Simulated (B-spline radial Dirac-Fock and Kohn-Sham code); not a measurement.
**P 3p3/2: cross section and angular parameters**

System: the P atom, configuration [Ne] 3s2 3p3; threshold 7.82 eV (orbital energy of the model). The computed values come from a radial finite-basis atomic code: Dirac-Hartree-Slater photoionisation with a Latter tail; cross sections with all multipoles, angular parameters from the dipole term and its interference with E2.

For linearly polarised light dσ/dΩ = σ/(4π) [1 + β P₂(cos θ) + (δ + γ cos²θ) sin θ cos φ], with θ from the polarisation vector and φ the angle between the beam and the projection of the electron momentum on the plane normal to the polarisation.

```
hν (eV)    σ (kb)      β       γ      δ
   76.2       284  1.373  -0.022  0.000
    100       202  1.511  -0.012  0.003
    137       122  1.590   0.014  0.005
    160      92.0  1.608   0.031  0.006
    317      21.7  1.572   0.146  0.011
    400         ?      ?       ?      ?
    437      10.0  1.507   0.220  0.014
    541      5.83  1.451   0.277  0.018
    749      2.41  1.345   0.370  0.026
    840      1.74  1.302   0.404  0.029
   1220     0.579  1.148   0.515  0.045
 1253.6     0.533  1.136   0.523  0.046
   1260     0.525  1.134   0.524  0.047
   1450     0.340  1.071   0.565  0.055
 1486.9     0.315  1.060   0.572  0.056
   1940     0.135  0.936   0.645  0.075
   2310    0.0765  0.855   0.691  0.090
   2940    0.0342  0.744   0.753  0.115
   3930    0.0126  0.616   0.824  0.150
   4000    0.0118  0.609   0.828  0.153
   4090    0.0110  0.599   0.834  0.156
   4740   0.00651  0.539   0.867  0.177
   5300   0.00437  0.496   0.893  0.195
 5414.7   0.00404  0.487   0.897  0.198
   6000   0.00279  0.450   0.920  0.216
   6330   0.00230  0.431   0.933  0.225
   6360   0.00226  0.429   0.934  0.226
 9251.7  0.000564  0.308   1.025  0.299
   9660  0.000480  0.295   1.036  0.309
  11100  0.000284  0.255   1.073  0.340
```

Q: Give the values at 400 eV.

A: σ = 12.5 kb, β = 1.527, γ = 0.199, δ = 0.013.
